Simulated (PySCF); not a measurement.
(ClBe-mu-Cl)2.
Cartesian coordinates in Å at the PBE0-D3(BJ)/def2-SVP level; atoms count from 1:
```
atom  x, y, z in Å
Be1    1.305    0.104    0.117
Cl2    3.127    0.245    0.284
Cl3   -0.073   -0.651    1.400
Be4   -1.305   -0.102   -0.116
Cl5   -3.126   -0.254   -0.288
Cl6    0.072    0.658   -1.397
```

Level of theory: TDDFT B3LYP/def2-SVPD, vertical, gas phase, core orbitals frozen in the response in PySCF 2.14.0, density-fitted response routines.

Transition dipole moments from the ground state, in atomic units and in the frame of the coordinates above (overall signs are arbitrary), for the states with f of 0.002 or more among the lowest 9:

```csv
state,E (eV),μx,μy,μz
S4,7.433,-0.582,-0.373,-0.193
S5,7.441,0.009,0.053,-0.136
S6,7.446,0.817,-0.173,-0.054
S8,7.451,-0.099,0.045,0.016
S9,7.467,-0.002,-0.275,0.590
```

Task: What oscillator strength does each state have?

Result: f = (2/3) ΔE |μ|² with ΔE in hartree (27.2114 eV).

```tsv
state	|μ|² (au)	|μ| (D)	f
S4	0.515	1.82	0.094
S5	0.021	0.37	0.004
S6	0.701	2.13	0.128
S8	0.012	0.28	0.002
S9	0.424	1.65	0.077
```

Task: Which bond between heavy atoms lies closest to the direction of the S6 transition dipole?

Result: Be1–Cl2 and Be4–Cl5, at 19° from it; next Be1–Cl3 and Be4–Cl6 at 51°.

Task: What angle do the transition dipoles of S4 and S6 make?

Result: |cos θ| = |μa·μb| / (|μa| |μb|) = 0.67, so θ ≈ 48° (taken between 0 and 90°, since the signs are arbitrary).

Task: What peak molar absorption coefficient would the strongest computed level give as a lone Gaussian band 0.3 eV wide at half height?

Result: ε(max) = 2.175×10⁸ f / FWHM, with the width in cm⁻¹. S6: 2.175×10⁸ × 0.1279 / 2420 ≈ 11000 L mol⁻¹ cm⁻¹.

One conformer stands for the species.
